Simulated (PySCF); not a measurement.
**Electron correlation in Fe(9+) (iron, charge +9)**

Starting occupation: [Ne] 3s2 3p5, 3p1/2 with m_j = -1/2, +1/2, 3p3/2 with m_j = -1/2, +1/2, +3/2. All numbers are calculated (PySCF 2.14, X2C-1e with screened-nucleus spin-orbit coupling, Gaussian nucleus, in an even-tempered Gaussian basis (20 s from 0.53 bohr⁻², ratio 2.4; 14 p from 0.69 bohr⁻², ratio 2.4; 5 d from 4.6 bohr⁻², ratio 2.6; 4 f from 6.8 bohr⁻², ratio 2.6)). Frozen: 1s2; 15 electrons correlated; the 52 highest virtual spinors left out.

MP2 pair energies summed by pair of shells (mhartree):

```tsv
pair	energy	share (%)
2p-2p	-186.92	34.5
3p-3p	-107.72	19.9
2p-3p	-76.24	14.1
2p-2s	-55.51	10.3
3p-3s	-55.51	10.3
2p-3s	-21.07	3.9
2s-3p	-14.14	2.6
2s-2s	-10.17	1.9
3s-3s	-9.22	1.7
2s-3s	-4.89	0.9
```

Total MP2 correlation energy: -541.39 mhartree.

The GHF reference relaxed away from the jj start to a determinant that is no pure jj level (⟨S²⟩ = 0.75, ⟨J²⟩ = 3.75); the energies belong to that determinant.
